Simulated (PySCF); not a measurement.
Job file and geometry (Å, from GFN2-xTB) of a spin–spin coupling run on SMILES C1=CC[Se]C1, C4H6Se, B3LYP/pcJ-1 Se:pcSseg-1 indirect spin-spin coupling, non-relativistic, gas phase (PySCF 2.14.0, density-fitted response routines); density fitting, a coarse starting grid and PySCF grid level 2 are the driver's defaults:

```
{"job": {"kind": "j", "xc": "B3LYP", "basis": "pcJ-1"}, "charge": 0, "multiplicity": 1}
C     -0.640649     0.819347     0.213511
C      0.642523     0.841982    -0.091798
C      1.352888    -0.441128    -0.358835
Se    -0.002474    -1.867624    -0.152716
C     -1.352329    -0.488634     0.283221
H     -1.216994     1.708489     0.419536
H      1.219854     1.751470    -0.160143
H      1.761271    -0.478077    -1.371581
H      2.165509    -0.613592     0.351052
H     -2.170286    -0.546902    -0.438913
H     -1.753888    -0.682660     1.280702
```

Task: Write the output of this run.

Result: 
```
coarse grid: 42888 points
cycle   1  E = -2557.3246494077  dE = -4.702e-01  |g| = 7.541e-01  |ddm| = 2.995e+00
cycle   2  E = -2557.3191290987  dE =  5.520e-03  |g| = 5.535e-01  |ddm| = 6.203e-01
cycle   3  E = -2557.3545365472  dE = -3.541e-02  |g| = 1.795e-01  |ddm| = 4.898e-01
cycle   4  E = -2557.3622016062  dE = -7.665e-03  |g| = 4.158e-02  |ddm| = 2.080e-01
cycle   5  E = -2557.3626691415  dE = -4.675e-04  |g| = 9.077e-03  |ddm| = 4.169e-02
cycle   6  E = -2557.3626882762  dE = -1.913e-05  |g| = 1.186e-03  |ddm| = 8.187e-03
cycle   7  E = -2557.3626886054  dE = -3.292e-07  |g| = 2.349e-04  |ddm| = 1.360e-03
final grid: 90144 points
cycle   8  E = -2557.3626814556  dE = -2.321e-08  |g| = 2.004e-04  |ddm| = 1.006e-03
cycle   9  E = -2557.3626814543  dE =  1.321e-09  |g| = 2.062e-04  |ddm| = 3.160e-04
cycle  10  E = -2557.3626814627  dE = -8.421e-09  |g| = 3.765e-05  |ddm| = 1.766e-04
cycle  11  E = -2557.3626814631  dE = -3.351e-10  |g| = 9.621e-06  |ddm| = 4.069e-05
converged SCF energy = -2557.3626814631

Indirect spin-spin couplings (Hz)
  i      j    bonds     total        FC       PSO       DSO        SD
  0 C    1 C    1     83.194    92.522    -9.575     0.246         -
  0 C    2 C    2      3.389     3.597    -0.238     0.030         -
  0 C    4 C    1     42.098    43.513    -1.712     0.297         -
  0 C    5 H    1    166.440   165.217     0.282     0.941         -
  0 C    6 H    2      5.223     6.759    -1.131    -0.406         -
  0 C    7 H    3      6.641     6.749     0.196    -0.304         -
  0 C    8 H    3      6.578     6.688     0.192    -0.302         -
  0 C    9 H    2     -5.828    -5.920     0.070     0.022         -
  0 C   10 H    2     -5.808    -5.902     0.073     0.022         -
  1 C    2 C    1     42.085    43.499    -1.711     0.297         -
  1 C    4 C    2      3.390     3.598    -0.238     0.030         -
  1 C    5 H    2      5.226     6.762    -1.131    -0.406         -
  1 C    6 H    1    166.455   165.233     0.282     0.941         -
  1 C    7 H    2     -5.824    -5.916     0.070     0.022         -
  1 C    8 H    2     -5.810    -5.905     0.073     0.022         -
  1 C    9 H    3      6.626     6.734     0.195    -0.304         -
  1 C   10 H    3      6.594     6.703     0.193    -0.302         -
  2 C    4 C    2      3.506     3.506    -0.012     0.012         -
  2 C    5 H    3     13.116    13.068     0.470    -0.421         -
  2 C    6 H    2     10.870    10.805     0.160    -0.094         -
  2 C    7 H    1    150.999   149.247     0.569     1.183         -
  2 C    8 H    1    151.080   149.329     0.569     1.183         -
  2 C    9 H    3     -0.413    -0.294     0.258    -0.376         -
  2 C   10 H    3     -0.482    -0.365     0.254    -0.372         -
  4 C    5 H    2     10.867    10.801     0.159    -0.094         -
  4 C    6 H    3     13.117    13.069     0.470    -0.421         -
  4 C    7 H    3     -0.407    -0.289     0.258    -0.376         -
  4 C    8 H    3     -0.489    -0.372     0.254    -0.372         -
  4 C    9 H    1    151.003   149.251     0.569     1.183         -
  4 C   10 H    1    151.048   149.296     0.569     1.183         -
  5 H    6 H    3      7.987     8.199     0.416    -0.628         -
  5 H    7 H    4     -3.008    -2.978     1.642    -1.673         -
  5 H    8 H    4     -3.040    -3.009     1.640    -1.670         -
  5 H    9 H    3      3.853     3.550     0.729    -0.426         -
  5 H   10 H    3      3.816     3.513     0.739    -0.437         -
  6 H    7 H    3      3.853     3.550     0.728    -0.425         -
  6 H    8 H    3      3.814     3.512     0.740    -0.438         -
  6 H    9 H    4     -3.014    -2.984     1.641    -1.672         -
  6 H   10 H    4     -3.034    -3.004     1.641    -1.671         -
  7 H    8 H    2    -15.188   -16.224     2.591    -1.554         -
  7 H    9 H    4      3.897     4.343     0.839    -1.285         -
  7 H   10 H    4      7.538     8.216     1.666    -2.345         -
  8 H    9 H    4      7.559     8.237     1.666    -2.345         -
  8 H   10 H    4      4.067     4.504     0.822    -1.258         -
  9 H   10 H    2    -15.199   -16.236     2.590    -1.553         -
```

Size and cost of the density-fitted run: 209 basis functions, 65 s wall time on 1 thread of an Arm Neoverse V1, shared host.
